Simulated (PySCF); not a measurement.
**Levels of Si(3+) from EOM-EA-GCCSD**

Reference: closed-shell Si(4+), [Ne]; one electron is added. Calculated with PySCF 2.14, two-component X2C-1e with screened spin-orbit coupling, an uncontracted even-tempered set (19 s from 0.052 bohr⁻², ratio 2.6; 13 p from 0.068 bohr⁻², ratio 2.6; 7 d from 0.069 bohr⁻², ratio 2.8; 3 f from 6.5 bohr⁻², ratio 2.8); frozen 1s2; the 50 highest virtual spinors dropped; of the others 44 kept and the rest restored at second order. No Breit or QED terms. Binding energies in eV.

| level | Koopmans | second order | EOM-CCSD |
| --- | --- | --- | --- |
| 3s1/2 | 44.704 | 45.083 | 45.087 |
| 3p1/2 | 35.958 | 36.235 | 36.240 |
| 3p3/2 | 35.899 | 36.174 | 36.179 |
| 3d3/2 | 25.012 | 25.113 | 25.116 |
| 3d5/2 | 25.012 | 25.112 | 25.116 |

Electric-dipole lines between these computed levels:

| lower | upper | ΔE (eV) | vacuum wavelength (nm) |
| --- | --- | --- | --- |
| 3s1/2 | 3p1/2 | 8.847 | 140.1 |
| 3s1/2 | 3p3/2 | 8.908 | 139.2 |
| 3p1/2 | 3d3/2 | 11.124 | 111.5 |
| 3p3/2 | 3d3/2 | 11.062 | 112.1 |
| 3p3/2 | 3d5/2 | 11.063 | 112.1 |

Quantum defects δ = n − Z_c √(13.6057 eV / E) with Z_c = 4: 3s1/2 0.803, 3p1/2 0.549, 3p3/2 0.547, 3d3/2 0.056, 3d5/2 0.056.

For comparison, the ionisation energy of Si(3+) is 45.142 eV (measured; NIST Atomic Spectra Database, ionization energies).

Only part of the computed levels is shown.

The screened spin-orbit operator tends to give fine-structure splittings of light species too large.

The highest levels are limited by the diffuse functions of the basis.
